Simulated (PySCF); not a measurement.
## Electron correlation in F³⁺ (fluorine, charge +3)

[He] 2s2 2p2, high-spin 3P determinant. Calculation: PySCF 2.14, in aug-cc-pVTZ-DK; the spin-free X2C one-electron Hamiltonian (Gaussian nucleus). Frozen: 1s2; 4 electrons correlated.

MP2 pair energies summed by pair of shells (mhartree):

```json
{"pair": "2s-2p", "energy": "-47.08", "share (%)": "60.0"}
{"pair": "2s-2s", "energy": "-23.74", "share (%)": "30.2"}
{"pair": "2p-2p", "energy": "-7.67", "share (%)": "9.8"}
```

Total MP2 correlation energy: -78.49 mhartree.

Same-spin part -13.25 and opposite-spin part -65.24 mhartree; SCS-MP2 scales them by 1/3 and 6/5 to -82.71 mhartree.
